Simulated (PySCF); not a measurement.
How exact exchange moves a shielding

Molecule: SMILES C=C[SiH2]N[SiH3], C2H9NSi2.

Bonds (- single, = double, # triple, : aromatic): C1=C2 1.338 Å, C2-Si3 1.870 Å, Si3-N4 1.743 Å, N4-Si5 1.739 Å. C1 carries H6, H7; C2 carries H8; Si3 carries H9, H10; N4 carries H11; Si5 carries H12, H13, H14. H7 is cis to Si3; H6 is trans to Si3.

GIAO shieldings (ppm, equivalent atoms averaged) in PySCF 2.14 on the PBE0-D3(BJ)/def2-SVP geometry, basis pcSseg-1, gas phase, non-relativistic:

| functional | exact exchange (%) | σ(Si3) | σ(Si5) |
| --- | --- | --- | --- |
| BLYP | 0 | 362.6 | 378.8 |
| BP86 | 0 | 368.8 | 383.9 |
| PBE | 0 | 369.2 | 385.0 |
| B3LYP | 20 | 375.3 | 390.9 |
| mPW1PW91 | 25 | 384.2 | 398.7 |
| BHandHLYP | 50 | 394.7 | 409.6 |
| HF | 100 | 429.3 | 443.4 |

**Question.** Fit each shielding as a line in the percentage of exact exchange.

**Answer.** σ(Si3) = 366.2 + 0.62 x (rms 2.8 ppm); σ(Si5) = 381.8 + 0.60 x (rms 2.5 ppm). The functionals also differ in their semilocal parts, which the line can't hold; Hartree–Fock has no correlation at all.

**Question.** What does the line predict for PBE0 (25 %), and what does the run give?

**Answer.** σ(Si3): 381.7 predicted, 385.3 computed; σ(Si5): 396.8 predicted, 400.3 computed ppm.
